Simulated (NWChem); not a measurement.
# Electron attachment to C2H2N3

SMILES: [c]1ncn[nH]1
```xyz
7

C      0.6131     0.9640     0.0000
N     -0.6672     1.0336     0.0000
C     -1.0268    -0.2845     0.0000
N     -0.0159    -1.1297     0.0000
N      1.0476    -0.3022     0.0000
H     -2.0620    -0.6237     0.0000
H      1.9921    -0.6657     0.0000
```
Charge 0, spin multiplicity 2.

Program: NWChem. Structure: optimised with UPBE0/def2-SVP, a minimum by its harmonic frequencies.

Basis set: def2-SVPD. The species with one electron more has spin multiplicity 1 and keeps the geometry of the parent. Δ marks differences of total energies (open shells unrestricted). −ε marks an orbital energy of the parent. That orbital need not have the symmetry of the hole or added electron in the Δ rows. The basis adds only a small set of diffuse functions.

The structure started from a generated list of species. The unpaired electrons of the parent sit in orbitals of symmetry a' (Cs labels of the run); other states weren't searched. No SCF solution was tested for a lower state.

Problem. One of these methods gave a vertical electron affinity of 2.14 eV. Which?
A) −ε(beta LUMO) of LDA (SVWN5)
B) G0W0@LDA (SVWN5)
C) evGW0@PBE0
D) ΔLDA (SVWN5)

Solution. B, G0W0@LDA (SVWN5). The others give 1.77 (ΔLDA (SVWN5)), 5.22 (−ε(beta LUMO) of LDA (SVWN5)), 1.17 (evGW0@PBE0).
